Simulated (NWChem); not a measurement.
Molecule: C$_{3}$H$_{2}$BrF; SMILES C(=C(F)Br)=C

```xyz
7

C      1.0352     2.6982     0.0000
C      0.2677     1.6397     0.0000
C     -0.4795     0.5682     0.0000
F     -1.8035     0.5856     0.0000
Br     0.2279    -1.1729     0.0000
H      1.3691     3.1621    -0.9361
H      1.3691     3.1621     0.9361
```
Atoms are numbered in this order, from 1.

Results from NWChem. All runs use the structure optimised with PBE0/def2-SVP. Level: PBE0/def2-SVP with SMD (1 M gas to 1 M solution), gas-phase geometry.

| solvent | dielectric constant | solvation free energy (kcal/mol) | cavity-dispersion-structure term (kcal/mol) | dipole in solution (D) |
|---|---|---|---|---|
| water | 78.4 | 0.8 | 3.2 | 2.68 |
| 1-propanol | 20.5 | -2.5 | -0.3 | 2.64 |
| ethylene glycol | 40.2 | -0.2 | 2.2 | 2.67 |
| chloroform | 4.71 | -3.5 | -1.7 | 2.46 |
